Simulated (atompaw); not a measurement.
# Reading a pseudo-wave (Ga (Z = 31))

Columns: radius, all-electron u(r) and pseudo u(r) of the 3d shell (level -20.25 eV) of gallium in the configuration [Ar] 3d10 4s1.75 4p1.25; PBE, non-relativistic, PAW (atompaw) scheme, atompaw 4.2.0.5.

```tsv
r (bohr)	all-electron	pseudo
0.077	0.0801	0.0127
0.154	0.3338	0.0935
0.231	0.6225	0.2733
0.308	0.8544	0.5280
0.385	1.0053	0.7904
0.462	1.0820	0.9865
0.538	1.1011	1.0771
0.615	1.0811	1.0794
0.692	1.0365	1.0365
0.769	0.9778	0.9778
0.846	0.9125	0.9125
0.923	0.8451	0.8451
1.000	0.7786	0.7786
1.077	0.7145	0.7145
1.154	0.6539	0.6539
1.231	0.5973	0.5973
1.308	0.5447	0.5447
1.385	0.4964	0.4964
1.462	0.4519	0.4519
1.538	0.4118	0.4118
1.615	0.3746	0.3746
1.692	0.3407	0.3407
1.769	0.3099	0.3099
1.846	0.2818	0.2818
1.923	0.2563	0.2563
2.000	0.2331	0.2331
```

Q: How many radial nodes do the two functions have?

A: The all-electron 3d function has n − l − 1 = 0; the pseudo-wave has 0.

Q: At about which radius was the pseudo-wave matched?

A: 0.70 bohr, where the columns begin to agree (steps of 0.08 bohr).

Q: Where does each function peak?

A: Outermost all-electron maximum near 0.54 bohr, pseudo maximum near 0.61 bohr (to the table’s step).

Q: Is the pseudo-wave norm-conserving?

A: No, it belongs to a PAW set: the norm inside the radius is not constrained, and the difference is carried by the augmentation charge.
